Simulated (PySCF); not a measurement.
An isoelectronic set: 49 electrons

CCSD(T) in PySCF with def2-SVP on every atom (core potentials on Rb, Sr), for the lowest determinant that a PBE0 search found; no spin–orbit coupling. All have 49 electrons, 3 of them in the valence shells, and the same state, a doublet (σ ↑). For ions De leads to the atom and ion picked by measured ionisation energies and electron affinities.

```csv
species,difference of nuclear charges,Re (Å),ωe (cm⁻¹),k (mdyn/Å),De (eV),dissociates to
RbMg,25,4.424,42.4,0.0198,0.06,Rb + Mg
NaSr,27,3.974,71.5,0.0550,0.16,Na + Sr
KGa⁺,12,3.998,72.8,0.0777,0.49,K⁺ + Ga
RbAl⁺,24,4.132,74.9,0.0676,0.42,Rb⁺ + Al
```

(1) Which member of the whole set has the stiffest bond, and how does it compare with the softest?

Correlated steps freeze the inner cores (1 to 14 orbitals); shallow outer-core shells are correlated. UHF and ROHF references stand side by side, which adds small steps between rows. Weak bonds: KGa⁺, NaSr, RbAl⁺, RbMg. Basis-set superposition, not corrected here, can be much of De in a small basis, most of all at correlated wavefunction levels. Spin–orbit coupling is left out. For an ion De counts to the pair picked by the measured ionisation energies or electron affinities, which need not be the lowest pair at this level. States were picked by a PBE0 search and need not be the measured ground states.

Answers

(1) KGa⁺ with k = 0.0777 mdyn/Å, 3.9 times that of RbMg.
